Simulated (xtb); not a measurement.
Cl$_{2}$Sr, singlet, geometry from GFN2-xTB (such geometries of metal compounds can be far from the true shape). Base run: GFN2-xTB (xtb 6.7.1).

The xtb input:
```
$ xtb mol.xyz --gfn 2 --json

# file mol.xyz
3

Sr     0.29122395    -0.61094818     0.12088586
Cl     1.08031446     1.07365832    -1.54654975
Cl    -1.73128564     0.29199055     1.27633429
```

The base run was repeated with changes; each row names its change, and settings that it needs were set with it.

```json
[
 {"change": "base", "ΔE vs base (mEh)": "0.000", "HOMO-LUMO gap (eV)": "1.96", "dipole (D)": "4.40", "G_solv (kcal/mol)": "-", "SCF cycles": "23"},
 {"change": "alpb = ch2cl2", "ΔE vs base (mEh)": "-25.116", "HOMO-LUMO gap (eV)": "1.99", "dipole (D)": "4.54", "G_solv (kcal/mol)": "-15.94", "SCF cycles": "21"},
 {"change": "gbsa = thf", "ΔE vs base (mEh)": "-7.586", "HOMO-LUMO gap (eV)": "1.99", "dipole (D)": "4.55", "G_solv (kcal/mol)": "-4.96", "SCF cycles": "20"},
 {"change": "etemp = 10000", "ΔE vs base (mEh)": "-63.649", "HOMO-LUMO gap (eV)": "2.62", "dipole (D)": "1.65", "G_solv (kcal/mol)": "-", "SCF cycles": "19"},
 {"change": "gbsa = acetonitrile", "ΔE vs base (mEh)": "-23.596", "HOMO-LUMO gap (eV)": "1.99", "dipole (D)": "4.54", "G_solv (kcal/mol)": "-14.98", "SCF cycles": "21"},
 {"change": "etemp = 1000", "ΔE vs base (mEh)": "0.000", "HOMO-LUMO gap (eV)": "1.96", "dipole (D)": "4.40", "G_solv (kcal/mol)": "-", "SCF cycles": "23"},
 {"change": "acc = 30", "ΔE vs base (mEh)": "0.000", "HOMO-LUMO gap (eV)": "1.96", "dipole (D)": "4.39", "G_solv (kcal/mol)": "-", "SCF cycles": "18"}
]
```

ALPB and GBSA are two models with their own fitted parameters for each solvent, which aren't always the measured dielectric constant.
